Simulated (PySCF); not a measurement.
## Electronic structure of Ge²⁺ (germanium, charge +2) at the UHF level

Configuration: [Ar] 3d10 4s2, closed-shell 1S. All numbers are calculated (PySCF 2.14, the non-relativistic Hamiltonian (point nucleus), in pcseg-2 (6s5p3d1f, 43 functions)).

| Property | Result |
| --- | --- |
| Total energy | -2074.497942 hartree |
| One-electron energy | -2873.5077 hartree |
| Hartree (Coulomb) energy | 876.0303 hartree |
| Exchange energy | -77.0205 hartree |
| Kinetic energy | 2077.48014 hartree |
| ⟨S²⟩ | 0.0000 |
| ⟨L²⟩ | 0.000 |
| Sum of ⟨r⟩ | 18.05 bohr |
| Sum of ⟨r²⟩ | 20.27 bohr² |
| Density at the nucleus (Gaussians lack the cusp) | 22200 bohr⁻³ |
| Langevin diamagnetic susceptibility | -16.1 ×10⁻⁶ cm³/mol |
| Time after the integrals | 0.09 s of wall time on 1 thread of Intel(R) Xeon(R) Platinum 8559C (shared host) |

```tsv
shell	electrons	mean orbital energy (hartree)	rms radius, mean of both spins (bohr)
1s	2	-405.85872	0.0554
2s	2	-52.79182	0.232
2p	6	-46.87772	0.205
3s	2	-7.90501	0.679
3p	6	-5.87405	0.706
3d	10	-2.35179	0.806
4s	2	-1.17418	2.18
```
